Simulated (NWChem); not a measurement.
System: GeN₂H₅F; SMILES [NH2][GeH]([NH2])[F]

Input file for NWChem:

```
start job
memory heap 200 mb stack 900 mb global 1100 mb
geometry units angstroms
  Ge    -0.068149     0.130952    -0.220228
  N      1.354704    -0.818068    -0.763482
  N     -1.323744    -1.035139     0.325482
  F      0.256008     1.025067     1.264444
  H     -0.362640     1.239330    -1.188222
  H      1.600247    -1.610525    -0.186749
  H      2.194933    -0.312476    -1.001779
  H     -2.084575    -0.652698     0.868154
  H     -1.692257    -1.669436    -0.366617
end
basis spherical
  * library def2-svp
end
dft
  xc pbe0
  iterations 150
end
driver
  maxiter 120
end
task dft optimize
task dft freq
```

The level has its own optimisation; frequencies are unscaled.

Problem. Give the results of this calculation. (PBE0/def2-SVP.) Quantities: r F–Ge (Å); r Ge–H (Å); r H–N (Å); highest harmonic frequency (cm⁻¹); lowest (cm⁻¹); zero-point energy (kcal/mol); dipole (D).

Solution. The r F–Ge (Å) comes out as 1.750, the r Ge–H (Å) is 1.536 and the r H–N (Å) comes out as 1.015. The highest harmonic frequency (cm⁻¹) is 3699 and the lowest (cm⁻¹) comes out as 138. The zero-point energy (kcal/mol) comes out as 39.1 and the dipole (D) is 2.01.
